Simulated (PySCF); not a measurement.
Compound: C6H15PS.
Structure used (PBE0-D3(BJ)/def2-SVP), in Å, numbered top down from 1:
```
atom  x, y, z in Å
C1     2.874    0.362    0.682
C2     1.964   -0.434   -0.239
P3     0.421   -0.988    0.583
S4     0.720   -2.061    2.190
C5    -0.485   -1.869   -0.746
C6    -1.841   -2.386   -0.295
C7    -0.544    0.533    0.933
C8    -0.858    1.439   -0.245
H9     3.045   -0.193    1.616
H10    2.437    1.338    0.943
H11    3.848    0.551    0.205
H12    1.697    0.129   -1.149
H13    2.457   -1.365   -0.565
H14   -0.564   -1.201   -1.621
H15    0.177   -2.703   -1.031
H16   -2.542   -1.564   -0.084
H17   -2.297   -3.020   -1.070
H18   -1.732   -2.981    0.624
H19    0.030    1.056    1.715
H20   -1.459    0.175    1.433
H21   -1.419    2.326    0.088
H22    0.056    1.801   -0.742
H23   -1.474    0.931   -1.003
```

Method used: PBE0-D3(BJ)/def2-SVP geometry optimisation, gas phase in PySCF.

Masses are those of the commonest isotopes; rigid-rotor values at the optimised geometry. The values belong to one conformer with, in the numbering `[CH3:1][CH2:2][P:3](=[S:4])([CH2:5][CH3:6])[CH2:7][CH3:8]`, C1–C2–P3–S4 -57°, C2–P3–C5–C6 -178°, C2–P3–C7–C8 56°.

(1) What are A, B and C (MHz)?

(2) Classify the top.

(3) Is it planar, by Δ = Ic − Ia − Ib?

(4) List the rotational levels J(Ka,Kc) to J = 5 (MHz).

(5) Predict some low-J microwave lines.

## Answers

(1) Ia = 356.93, Ib = 405.83, Ic = 559.46 u·Å²; 505379 MHz·u·Å²/I gives A = 1416, B = 1245, C = 903.3 MHz.

(2) An asymmetric top; Ray's κ = 0.334.

(3) Not planar: Δ = Ic − Ia − Ib = -203.31 u·Å². For a rigid frame Δ = −2 Σ m c², so Σ m c² = 101.65 u·Å² lies off the ab plane: 25.46 from hydrogen and 76.20 from heavier atoms. The atom farthest from that plane is 2.01 Å away.

(4) Above 0(0,0):
J = 1: 1(0,1) 2149, 1(1,1) 2319, 1(1,0) 2661
J = 2: 2(0,2) 6225, 2(1,2) 6275, 2(1,1) 7300, 2(2,1) 7812, 2(2,0) 8033
J = 3: 3(0,3) 12085, 3(1,3) 12094, 3(1,2) 14032, 3(2,2) 14258, 3(2,1) 15065, 3(3,1) 16079, 3(3,0) 16193
J = 4: 4(0,4) 19735, 4(1,4) 19736, 4(1,3) 22599, 4(2,3) 22662, 4(2,2) 24364, 4(3,2) 24942, 4(3,1) 25499, 4(4,1) 27143, 4(4,0) 27191
J = 5: 5(0,5) 29188, 5(1,5) 29188, 5(1,4) 32920, 5(2,4) 32933, 5(2,3) 35647, 5(3,3) 35872, 5(3,2) 37251, 5(4,2) 38358, 5(4,1) 38685, 5(5,1) 41019, 5(5,0) 41038

(5) The dipole components are |μa| = 0.15 D, |μb| = 4.43 D, |μc| = 1.75 D. The squared components, which scale the intensities, stand as 0.00 : 1.00 : 0.16 (a : b : c). Some lines, for components of 0.1 D or more:

```tsv
type	branch	J(Ka,Kc)	MHz	lower level (cm⁻¹)
a	Q	3(2,1) ← 3(2,2)	807	0.476
c	Q	3(3,1) ← 3(2,1)	1014	0.503
b	Q	5(3,2) ← 5(2,3)	1604	1.189
c	Q	4(4,1) ← 4(3,1)	1643	0.851
a	Q	3(1,2) ← 3(1,3)	1938	0.403
c	R	1(1,0) ← 0(0,0)	2661	0.000
a	R	2(1,1) ← 1(1,0)	4639	0.089
c	R	2(2,0) ← 1(1,0)	5372	0.089
a	R	3(0,3) ← 2(0,2)	5860	0.208
b	R	4(1,4) ← 3(0,3)	7652	0.403
c	R	4(3,1) ← 3(2,1)	10434	0.503
c	R	5(4,2) ← 4(3,2)	13415	0.832
```

PBE0-D3(BJ)/def2-SVP frequencies: not computed here. No vibrational averaging or centrifugal distortion is included, and the geometry carries the error of its method. A rigid rotor knows nothing of internal rotation, which can split or shift real lines.
